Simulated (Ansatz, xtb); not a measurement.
Relative energy of two isomers of C2HInO

We compare X, `OC#[C][In]`, a singlet, with Y, `C#C[O][In]`, a singlet. Both are isolated molecules in the gas phase, relaxed with PBE0-D3(BJ)/def2-SVP.

Quicker runs give these differences E(Y) − E(X): GFN2-xTB −43.7 kcal/mol; HF/STO-3G −19.6 kcal/mol (at GFN2-xTB geometries); r2SCAN-D4/def2-SVP −21.8 kcal/mol (at GFN2-xTB geometries).

Q: Estimate E(Y) − E(X) at the level CCSD(T)/def2-TZVPP.

A: Calculated at CCSD(T)/def2-TZVPP: E(Y) − E(X) = −18.1 kcal/mol, so structure Y lies lower.

Level by level:

```json
{"level": "GFN2-xTB", "geometry": "GFN2-xTB", "E(Y) − E(X) (kcal/mol)": "−43.7", "departure from the last row (kcal/mol)": "−25.6", "job, with rough time for the two": "optimisation, 0.11 s"}
{"level": "HF/STO-3G", "geometry": "GFN2-xTB", "E(Y) − E(X) (kcal/mol)": "−19.6", "departure from the last row (kcal/mol)": "−1.6", "job, with rough time for the two": "single point, 1.1 s"}
{"level": "r2SCAN-D4/def2-SVP", "geometry": "GFN2-xTB", "E(Y) − E(X) (kcal/mol)": "−21.8", "departure from the last row (kcal/mol)": "−3.8", "job, with rough time for the two": "single point, 3.5 s"}
{"level": "PBE0-D3(BJ)/def2-SVP", "geometry": "PBE0-D3(BJ)/def2-SVP", "E(Y) − E(X) (kcal/mol)": "−21.7", "departure from the last row (kcal/mol)": "−3.6", "job, with rough time for the two": "optimisation, 69 s"}
{"level": "HF/def2-TZVPP", "geometry": "PBE0-D3(BJ)/def2-SVP", "E(Y) − E(X) (kcal/mol)": "−19.6", "departure from the last row (kcal/mol)": "−1.5", "job, with rough time for the two": "part of the CCSD(T) run"}
{"level": "MP2/def2-TZVPP", "geometry": "PBE0-D3(BJ)/def2-SVP", "E(Y) − E(X) (kcal/mol)": "−19.2", "departure from the last row (kcal/mol)": "−1.1", "job, with rough time for the two": "part of the CCSD(T) run"}
{"level": "CCSD(T)/def2-TZVPP", "geometry": "PBE0-D3(BJ)/def2-SVP", "E(Y) − E(X) (kcal/mol)": "−18.1", "departure from the last row (kcal/mol)": "", "job, with rough time for the two": "single point, 1.8 min"}
```

As drawn, Y has 1 In–O, 1 C–H in place of 1 C–In, 1 O–H.

The levels shown agree on the order. The largest departure from CCSD(T)/def2-TZVPP is that of GFN2-xTB, 25.6 kcal/mol.

With harmonic frequencies from PBE0-D3(BJ)/def2-SVP (ideal gas, rigid rotor, one conformer each, 298.15 K, 1 atm): on the last row, ΔE + ΔZPE = −18.4 kcal/mol. A mode under 50 cm⁻¹ makes harmonic enthalpies and free energies unreliable, so none is given.

The correlated steps freeze 7 core orbitals; the filled d shell of In is correlated, in a basis made for valence electrons. Atoms past krypton carry core potentials in the def2 sets, other sets are all-electron and non-relativistic, and no spin–orbit term is included. Codes used: Ansatz 0.2.0, xtb 6.7.1; the last row on 1 thread of Arm Neoverse V1 on a shared host.
